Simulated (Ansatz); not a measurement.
Isolated molecules relaxed with PBE0-D4/def2-TZVP in Ansatz; ΔE leaves out vibrations. CCSD(T)/CBS is the MP2 limit (def2-TZVPP, def2-QZVPP) plus CCSD(T) − MP2 in def2-TZVPP, frozen cores. DFT in def2-TZVPP. For Ge outer-core shells are correlated without core-valence functions, which leaves a few kJ/mol of doubt a bond. Scalar relativity is left out up to krypton. One conformer a species, not always the lowest.

Reaction (ligand exchange at the Si–O bond): `[NH2][GeH2][O][SiH](N)F` + `N[SiH](N)F` → `N[Si@H](F)N[Si@H](N)F` + `[NH2][GeH2][OH]`

```csv
level,ΔE (kcal/mol),difference from CCSD(T)/CBS
PBE-D4,13.9,-1.5
PBE0-D4,14.4,-1.0
ωB97M-V,15.5,0.1
PBE0,14.7,-0.7
CCSD(T)/def2-TZVPP,15.8,0.4
HF/def2-QZVPP,18.3,2.9
MP2/def2-QZVPP,15.5,0.1
SCS-MP2/def2-QZVPP,16.1,0.7
MP2/CBS(def2),15.4,0.0
CCSD/CBS(def2),15.8,0.4
CCSD(T)/CBS,15.4,0
```

Largest T1 diagnostic among the species: 0.012.

In def2-TZVPP, CCSD(T) changes the Hartree–Fock value by −2.5 kcal/mol (the triples alone add −0.3 kcal/mol) and MP2 by −2.6 kcal/mol.
